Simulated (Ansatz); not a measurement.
System: sum formula BH₂S₃, charge 0, multiplicity 2. It need not be the lowest isomer of its formula. 
Structure (B3LYP-D3(BJ)/def2-TZVP (Ansatz, a first-principles code) minimum search):
```
B
S 1 1.7701
S 1 1.8178 2 122.08
H 3 1.3437 1 97.67 2 0.00
S 1 1.8178 2 122.08 4 -180.00
H 5 1.3437 1 97.67 2 0.00
```
Charge 0, spin multiplicity 2.

Property: atomisation energy (electronic, to ground-state atoms), in kcal/mol. Cores are frozen in the correlated levels unless marked. Open shells are spin-unrestricted. Spin-orbit coupling is left out. No relativistic terms. The coupled-cluster limit lacks core correlation, which all-electron functionals hold. CBS marks a two-point X^-3 extrapolation of the correlation energy; Hartree-Fock from the larger set. The bracket is a focal-point correction in the basis named.

| level | program | atomisation energy (kcal/mol) | minus last row |
|---|---|---|---|
| PBE0/def2-SVP | Ansatz | 460.7 | 7.6 |
| PBE0/def2-TZVPD | Ansatz | 458.8 | 5.7 |
| r2SCAN0/def2-TZVPD | Ansatz | 454.8 | 1.7 |
| B2PLYP/def2-TZVPD | Ansatz | 445.8 | -7.3 |
| MP2/CBS(aug-cc-pV(T+d)Z,aug-cc-pV(Q+d)Z) | Ansatz | 464.4 | 11.3 |
| CCSD/cc-pV(Q+d)Z | Ansatz | 434.7 | -18.4 |
| CCSD/CBS(cc-pV(T+d)Z,cc-pV(Q+d)Z) | Ansatz | 441.1 | -12.0 |
| CCSD(T)/STO-3G | Ansatz | 480.7 | 27.6 |
| RI-MP2/CBS(aug-cc-pV(T+d)Z,aug-cc-pV(Q+d)Z)+[CCSD(T)-MP2]/aug-cc-pV(T+d)Z | Ansatz | 452.5 | -0.6 |
| CCSD(T)/CBS(aug-cc-pV(T+d)Z,aug-cc-pV(Q+d)Z) | Ansatz | 453.1 | 0.0 |
